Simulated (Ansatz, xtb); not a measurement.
## C2H8GaN (SMILES [CH3][Ga]([CH3])[NH2]): methods side by side

C2H8GaN: 12 atoms, total charge 0, spin state singlet. SMILES: `[CH3][Ga]([CH3])[NH2]`. The shape is that of a PBE0-D4/def2-TZVP optimisation.

Quantity: the electronic atomisation energy, in eV. The values are calculated. Electronic energies at fixed atoms, without zero-point motion or spin-orbit coupling.

```json
{"level": "GFN0-xTB", "kind": "semi-empirical", "program": "xtb", "value (eV)": "50.87"}
{"level": "HF/cc-pVDZ", "kind": "Hartree–Fock", "program": "Ansatz", "value (eV)": "30.94"}
{"level": "SVWN5/cc-pVDZ", "kind": "LDA", "program": "Ansatz", "value (eV)": "48.13"}
{"level": "BLYP/cc-pVDZ", "kind": "GGA", "program": "Ansatz", "value (eV)": "41.66"}
{"level": "PBE/cc-pVDZ", "kind": "GGA", "program": "Ansatz", "value (eV)": "42.81"}
{"level": "r2SCAN/cc-pVDZ", "kind": "meta-GGA", "program": "Ansatz", "value (eV)": "42.46"}
{"level": "B3LYP/cc-pVDZ", "kind": "global hybrid", "program": "Ansatz", "value (eV)": "42.03"}
{"level": "MP2/cc-pVDZ", "kind": "perturbation theory", "program": "Ansatz", "value (eV)": "40.22"}
{"level": "CCSD/cc-pVDZ", "kind": "coupled cluster or CI", "program": "Ansatz", "value (eV)": "39.59"}
```

All-electron rows without a relativistic Hamiltonian named are non-relativistic. The values span 30.94 to 50.87 eV. GFN0-xTB: no spin polarisation, so open shells miss the exchange term that lowers them. In the correlated wave-function rows the outer d shell of Ga is correlated, in sets not made for it.
